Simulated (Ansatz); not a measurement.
Start from `[CH3][Ga]([CH3])[BH]Cl` and change one atom or group to get `[CH3][Ga]([CH3])[C]#N`.

Ansatz, PBE0-D4/def2-TZVP geometries, multiplicity 1. Each molecule was computed in one conformer, which needn't be the lowest.

Scalar relativity is left out up to krypton.

```json
{"property": "size of the dipole moment (B3LYP/def2-TZVPP) / D", "`[CH3][Ga]([CH3])[BH]Cl`": "0.98"}
{"property": "LUMO energy (PBE0/def2-TZVPP) / eV", "`[CH3][Ga]([CH3])[BH]Cl`": "-1.81"}
{"property": "LUMO energy (B3LYP/def2-TZVPP) / eV", "`[CH3][Ga]([CH3])[BH]Cl`": "-1.98"}
{"property": "HOMO energy (ωB97M-V/def2-TZVPP) / eV", "`[CH3][Ga]([CH3])[BH]Cl`": "-9.02"}
{"property": "HOMO energy (PBE/def2-TZVPP) / eV", "`[CH3][Ga]([CH3])[BH]Cl`": "-5.70"}
{"property": "LUMO energy (PBE/def2-TZVPP) / eV", "`[CH3][Ga]([CH3])[BH]Cl`": "-2.73"}
```

Task: Give the same properties after the change, and the shifts. (An estimate is asked.)

Result: Computed: 
```tsv
property	`[CH3][Ga]([CH3])[C]#N`	shift
size of the dipole moment (B3LYP/def2-TZVPP) / D	4.65	3.67
LUMO energy (PBE0/def2-TZVPP) / eV	-1.78	0.03
LUMO energy (B3LYP/def2-TZVPP) / eV	-2.06	-0.08
HOMO energy (ωB97M-V/def2-TZVPP) / eV	-10.60	-1.58
HOMO energy (PBE/def2-TZVPP) / eV	-7.17	-1.47
LUMO energy (PBE/def2-TZVPP) / eV	-2.60	0.13
```

Dipoles are sizes alone; their direction can turn.

B3LYP here is the variant with VWN-RPA as its local correlation; programs differ in this.
